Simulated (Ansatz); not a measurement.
Isolated molecules relaxed with PBE0-D4/def2-TZVP in Ansatz; ΔE leaves out vibrations. CCSD(T)/CBS adds triple-zeta CCSD(T) − MP2 to the extrapolated MP2 energy (def2 sets, frozen cores). DFT in def2-TZVPP. B3LYP here is the variant with VWN-RPA as its local correlation; programs differ in this. HSE06 is defined as in plane-wave codes. For Ga, Zn outer-core shells are correlated without core-valence functions, which leaves a few kJ/mol of doubt a bond. Scalar relativity is left out up to krypton. Each species was taken in one conformer, which may not be the lowest.

Consider the redistribution: `C[SiH2][NH][ZnH]` + `[CH3][GaH][Cl]` → `C[SiH2][GaH][Cl]` + `C[NH][ZnH]`.

`C[SiH2][NH][ZnH]`:

Cartesian coordinates in Å:
```
C -0.087 1.294 0.676
Si 1.077 -0.067 0.132
N 0.161 -1.282 -0.656
Zn -1.640 -1.279 -0.938
H -0.599 1.747 -0.178
H 0.466 2.087 1.184
H -0.840 0.920 1.375
H 1.802 -0.590 1.331
H 2.126 0.521 -0.757
H 0.676 -2.081 -1.000
H -3.143 -1.269 -1.170
```

`[CH3][GaH][Cl]`:

Z-matrix (Å, degrees):
```
C
Ga 1 1.952
H 1 1.089 2 110.9
H 1 1.093 2 110.2 3 121.1
H 1 1.093 2 109.9 3 -120.7
Cl 2 2.160 1 116.2 3 2.5
H 2 1.560 1 130.1 3 -177.6
```

`C[SiH2][GaH][Cl]`:

Z-matrix (Å, degrees):
```
C
Si 1 1.877
H 1 1.092 2 111.0
H 1 1.092 2 110.5 3 -119.9
H 1 1.092 2 111.0 3 120.2
Ga 2 2.407 1 113.5 3 -60.1
H 2 1.490 1 110.4 3 60.5
H 2 1.490 1 110.4 3 179.2
Cl 6 2.164 2 114.3 1 179.9
H 6 1.568 2 133.2 1 -0.1
```

`C[NH][ZnH]`:

Cartesian coordinates in Å:
```
C 0.893 -0.602 -0.142
N 0.082 0.559 0.138
Zn -1.722 0.689 0.159
H 1.535 -0.887 0.703
H 0.263 -1.468 -0.360
H 1.546 -0.464 -1.016
H 0.644 1.371 0.342
H -3.240 0.802 0.176
```

```tsv
level	ΔE (kcal/mol)	difference from CCSD(T)/CBS
LDA (SPW92)	28.6	-5.4
revPBE-D4	27.8	-6.2
BLYP-D4	29.4	-4.6
r2SCAN-D4	32.2	-1.8
B97M-V	32.5	-1.5
PBE0-D4	29.7	-4.3
B3LYP-D4	30.9	-3.1
r2SCANh-D4	32.6	-1.4
HSE06-D4	29.6	-4.4
BHLYP-D4	33.0	-1.0
CAM-B3LYP-D4	32.4	-1.6
ωB97X-V	31.9	-2.1
ωB97M-V	33.4	-0.6
B2PLYP	32.7	-1.3
PBE-QIDH	33.1	-0.9
PBE	27.1	-6.9
revPBE	26.4	-7.6
BLYP	28.3	-5.7
r2SCAN	32.1	-1.9
PBE0	29.3	-4.7
B3LYP	30.2	-3.8
r2SCANh	32.5	-1.5
r2SCAN0	32.9	-1.1
HSE06	29.3	-4.7
BHLYP	32.6	-1.4
LC-ωPBE	31.6	-2.4
RPA@PBE/def2-TZVPP	31.9	-2.1
HF/def2-SVP	31.5	-2.5
MP2/def2-SVP	33.5	-0.5
CCSD/def2-SVP	30.4	-3.6
HF/def2-TZVPP	34.1	0.1
MP2/def2-TZVPP	36.2	2.2
SCS-MP2/def2-TZVPP	35.1	1.1
CCSD/def2-TZVPP	33.6	-0.4
CCSD(T)/def2-TZVPP	33.6	-0.4
HF/def2-QZVPP	34.4	0.4
SCS-MP2/def2-QZVPP	35.5	1.5
HF/CBS(def2)	34.5	0.5
MP2/CBS(def2)	36.7	2.7
CCSD/CBS(def2)	34.1	0.1
CCSD(T)/CBS	34.0	0
```

Largest T1 diagnostic among the species: 0.015.

From r2SCAN to r2SCAN0 (25 % exact exchange), in def2-TZVPP and without D4, ΔE moves by +0.8 kcal/mol. The D4 term adds +0.8 kcal/mol with B3LYP and +0.4 kcal/mol with PBE0; it sums over pairs of atoms, weighted by their polarisabilities, and B3LYP, whose exchange is more repulsive, gets the larger term.
